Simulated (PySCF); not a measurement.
Species: C4H5FN2.
Bonds: C1–N2, N2–C3 (aromatic), C3–C4 (aromatic), C4–C5 (aromatic), C5–F6, C5–N7 (aromatic), N2–N7 (aromatic). Hydrogens: H8, H9, H10 on C1; H11 on C3; H12 on C4.

Computed with PySCF at wB97X-D/def2-SVPD, non-relativistic, on one gas-phase PBE0-D3(BJ)/def2-SVP geometry that isn't relaxed in the solvent. The solvent is an IEF-PCM continuum (Bondi radii, 1.10 Å for H, scaled by 1.2). Specific hydrogen bonds and non-electrostatic terms are outside this model.

Gas phase at wB97X-D/def2-SVPD: HOMO -8.99 eV, LUMO 1.95 eV, dipole 3.96 D.

Problem. What does the continuum do to the energy, the frontier levels and the dipole at wB97X-D/def2-SVPD in chloroform?

Solution. 
```
   solvent      ε  E(solvent) − E(gas) (kcal/mol)  polarisation term (kcal/mol)  distortion of the solute (kcal/mol)  HOMO (eV)  LUMO (eV)  dipole (D)
chloroform  4.711                           -4.51                         -5.26                                 0.75      -9.01       1.99        4.87
```

The polarisation term is half the interaction of the solute with the surface charges that it induces; the rest is the cost of distorting the solute's density. The sum is the electrostatic part of solvation alone.

Problem. Which radius a makes the point-dipole formula ΔE = −[(ε − 1)/(2ε + 1)]·μ²/a³ give the value in chloroform, with the gas-phase dipole?

Solution. μ = 1.559 au and |ΔE| = 0.00718 Eh give a = 2.61 Å; the farthest nucleus lies 3.06 Å from the centroid of the nuclei, so such a sphere wouldn't even hold the nuclei. The formula assumes a rigid point dipole at the centre of a sphere.

Problem. How does the static polarisability (wB97X-D/def2-SVPD, frozen core, with the continuum's full static response) change?

Solution. 
| medium | isotropic (au) | principal values (au) | ⟨r²⟩ of the electrons (bohr²) |
| --- | --- | --- | --- |
| gas | 60.0 | 41.7, 63.0, 75.4 | 691.5 |
| chloroform | 73.5 | 51.0, 78.9, 90.7 | 690.5 |

The isotropic value in chloroform is 1.23 times the gas-phase one; no cavity-field correction is applied. ⟨r²⟩ is taken about the centre of nuclear charge.

wB97X-D is run here without its empirical dispersion term; that term would change no orbital, density or response property at a fixed geometry.
